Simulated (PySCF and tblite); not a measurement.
The numbers below are computed, except where a source is named.
3 diastereomers of C₉H₁₂, numbered alike:

```csv
isomer,SMILES,descriptors (one enantiomer)
A,[CH:1]#[C:2][C@@H:3]1[CH2:4][C@@H:5]2[CH2:6][CH2:7][C@@H:8]2[CH2:9]1,"3r, 5S, 8R"
B,[CH:1]#[C:2][CH:3]1[CH2:4][C@H:5]2[CH2:6][CH2:7][C@@H:8]2[CH2:9]1,"5R, 8R"
C,[CH:1]#[C:2][C@H:3]1[CH2:4][C@@H:5]2[CH2:6][CH2:7][C@@H:8]2[CH2:9]1,"3s, 5S, 8R"
```

Each isomer is a Boltzmann average at 298.15 K over at most 2 conformers: GFN2-xTB geometries, energies PBE0/pcSseg-1 (D3(BJ) added where defined), GFN2-xTB thermal terms. Programs: PySCF with density fitting and tblite.

**Question.** Rank the isomers by free energy at 298.15 K.

**Answer.** 
```json
{"isomer": "C", "ΔG (kcal/mol)": "0.0", "ΔE, lowest conformer": "0.0", "conformers": "2", "largest weight %": "99", "rms dipole (D)": "0.98"}
{"isomer": "A", "ΔG (kcal/mol)": "1.2", "ΔE, lowest conformer": "1.1", "conformers": "2", "largest weight %": "88", "rms dipole (D)": "0.82"}
{"isomer": "B", "ΔG (kcal/mol)": "22.0", "ΔE, lowest conformer": "21.9", "conformers": "1", "largest weight %": "100", "rms dipole (D)": "0.89"}
```

ΔG is for one enantiomer.

**Question.** If they could interconvert freely, what would the mixture hold (chiral isomers as racemates)?

**Answer.** C 89 %, A 11 %, B 0 %. A racemate gains RT ln 2.

GFN2-xTB leaves a saturated small ring flat here that puckers in reality.
